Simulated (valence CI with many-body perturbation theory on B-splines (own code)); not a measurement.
The numbers below are computed, except where a source is named.
**Ladder of approximations for Sb XII**

Level of theory: relativistic CI+MBPT: four valence electrons over a frozen Dirac-Fock core [Kr], a basis of 9 s, 9 p, 10 d, 8 f, 5 g, 3 h, 1 i functions for each j, with the one-electron correlation potential Σ1 (screened to all orders), the two-electron term Σ2, the three-electron term Σ3, Breit, model QED; selected single and double excitations, second order for the rest, scaled by the run's own slope (own B-spline code, finite nucleus).

No measured levels were compared; by estimate terms of the open shell hold to 2 to 4 % of their energy, and close levels can change places. Core correlation moves these levels by up to 6300 cm⁻¹, and in measured spectra 5 to 20 % of such shifts remained as error; rates that hang on mixing are uncertain with them. The list stops below the first excitations out of the core. Only levels of the ground parity were solved; by the run's estimate the other parity begins above the list, which can be wrong where configurations are misplaced.

Each rung adds one term. CI alone is the Dirac-Coulomb CI over the frozen core; QED comes last and gives the full result, which names the levels. Energies are above 4d4 5D_0 on the same rung, in eV.

Names give the largest LS component (configuration and term), which can be under half, so a name can repeat, a term be missing and a line seem to break the LS rules; names also repeat where a configuration has a term twice. Letters in brackets count levels of one name in rising energy.

| Level | CI alone | Σ1 | Σ2 | Σ3 | Breit | QED | Full |
| --- | --- | --- | --- | --- | --- | --- | --- |
| 4d4 5D_1 | 0.4750 | +0.0211 | +0.0002 | +0.0151 | -0.0300 | +0.0028 | 0.4842 |
| 4d4 5D_2 | 1.004 | +0.0374 | +0.0032 | +0.0186 | -0.0545 | +0.0049 | 1.013 |
| 4d4 5D_3 | 1.503 | +0.0481 | +0.0055 | +0.0154 | -0.0720 | +0.0062 | 1.507 |
| 4d4 5D_4 | 1.955 | +0.0535 | +0.0064 | +0.0072 | -0.0835 | +0.0068 | 1.945 |
| 4d4 3P_0 [a] | 3.567 | +0.0311 | +0.1286 | -0.0876 | -0.0309 | +0.0033 | 3.612 |
| 4d4 3H_4 | 4.228 | +0.0391 | -0.3241 | -0.0891 | -0.0463 | +0.0034 | 3.811 |
| 4d4 3G_3 | 4.941 | +0.0476 | -0.2216 | -0.1231 | -0.0507 | +0.0044 | 4.597 |
| 4d4 3H_5 | 5.064 | +0.0625 | -0.3779 | -0.0763 | -0.0804 | +0.0061 | 4.598 |
| 4d4 3P_1 [a] | 4.777 | +0.0553 | +0.1076 | -0.0682 | -0.0631 | +0.0061 | 4.815 |
| 4d4 3F_2 [a] | 5.054 | +0.0473 | -0.0803 | -0.1005 | -0.0516 | +0.0047 | 4.873 |
| 4d4 3H_6 | 5.508 | +0.0708 | -0.4149 | -0.0720 | -0.0981 | +0.0069 | 5.000 |
| 4d4 3G_4 [a] | 5.752 | +0.0776 | -0.2203 | -0.0969 | -0.0938 | +0.0081 | 5.427 |
| 4d4 3G_4 [b] | 6.255 | +0.0704 | -0.2342 | -0.1495 | -0.0910 | +0.0076 | 5.858 |
| 4d4 3P_2 [a] | 6.019 | +0.0702 | -0.0317 | -0.1206 | -0.0783 | +0.0070 | 5.865 |
| 4d4 3F_3 [a] | 6.411 | +0.0814 | -0.1944 | -0.1166 | -0.0944 | +0.0087 | 6.095 |
| 4d4 3D_3 | 6.935 | +0.0652 | -0.2395 | -0.1955 | -0.0783 | +0.0071 | 6.494 |
| 4d4 3G_5 | 7.030 | +0.0979 | -0.3014 | -0.1218 | -0.1295 | +0.0109 | 6.586 |
| 4d4 3P_2 [b] | 7.187 | +0.0756 | -0.0087 | -0.1250 | -0.1003 | +0.0094 | 7.038 |
| 4d4 1I_6 | 7.732 | +0.0982 | -0.5211 | -0.1079 | -0.1277 | +0.0101 | 7.084 |

The middle columns are the shifts that each term adds.

Question: How does the ionisation energy move along the ladder, and which term matters most?

Answer: CI alone 236.05, + Σ1 238.03, + Σ2 239.69, + Σ3 239.73, + Breit 239.68, + QED 239.70 eV. The largest step is Σ1, 1.97 eV. NIST lists 238 ± 2.5 eV (theoretical).
